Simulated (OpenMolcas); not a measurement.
**Fe2+: moving the ligands**

Fe2+ with 6 ligands (fluoride) in octahedral coordination (Oh) at 2.09 Å. A charge of +0.667 e stands 2.8 Å behind each ligand. Ligand basis ANO-RCC-VDZP.
```
Fe    0.0000    0.0000    0.0000
F     2.0900    0.0000    0.0000
F     0.0000    2.0900    0.0000
F    -2.0900    0.0000    0.0000
F     0.0000   -2.0900    0.0000
F     0.0000    0.0000    2.0900
F     0.0000    0.0000   -2.0900
```

* Program: OpenMolcas 26.06
* Method: SS-CASPT2, IPEA 0.25 Eh, imaginary shift 0.1 Eh (closed shells correlated: 3s 3p and the ligand valence shells)
* Basis: ANO-RCC-VDZP [5s4p2d1f]
* Scalar Hamiltonian: DKH2, point nucleus
* Active space: 6 electrons in 5 orbitals (3d)
* State averaging: 2S+1 = 5 even, 5 roots; 2S+1 = 3 even, 45 roots; 2S+1 = 1 even, 50 roots
* Spin-orbit coupling: RASSI with atomic mean-field integrals over the reference wave functions

Runs around this geometry, states (labels of O, the rotations of Oh). Energies in cm-1 above the lowest state or level, χT in cm3 K/mol; under a threefold ground state the first gap can be a small split of the lowest multiplet, not the spin-orbit step.

```
R (Å)  Ground state  First state of that spin  First gap with spin-orbit (degeneracies)  χT at 300 K  First state of another spin
 2.04           5T2                   5E 8930                                190 (3, 2)        4.081                    3T1 15070
 2.09           5T2                   5E 7820                                190 (3, 2)        4.101                    3T1 16030
 2.18           5T2                   5E 6160                                190 (3, 2)        4.142                    3T1 17390
```

Taking the first state of the same spin as R^-n, n = -ln(6160 / 8930) / ln(2.18 / 2.04) = 5.6 between the shortest and longest distance.

Roots that are degenerate in the reference are averaged as groups; the widest CASPT2 spread within a group is 200 cm-1 (the 2-fold group of multiplicity 1 near 31300 cm-1 above the lowest state of its run, R = 2.18). Shifts and gaps below about the spread of the groups concerned are not significant. Over all roots computed the reference weight is 0.70 to 0.71 in R = 2.04, 0.70 to 0.71 in R = 2.09, 0.70 to 0.71 in R = 2.18; a low but even weight reflects the number of correlated electrons. An orbital triplet at a regular site is open to Jahn-Teller coupling, which can distort the site and quench the lowest spin-orbit gaps and is left out. A single d shell leaves out the double-shell effect, which counts most for late 3d ions, where the CASPT2 field can be off either way by tens of per cent. Ligand-to-metal charge-transfer states are missing. These CASPT2 states fit no ligand-field parameters well, so their order and spin gaps are uncertain. For late 3d ions with one d shell CASPT2 can put B and the spin-flip bands somewhat low as well as high. With one d shell and no ligand orbital active, 10Dq can be off by tens of per cent for divalent 3d ions, low with halides held by bare charges and at times high in hosts. Free-ion shares, where given, are those of the reference states; single-state CASPT2 does not remix them. No measured value stands beside these numbers; the geometry was imposed, not optimised, and the real ion may take another.
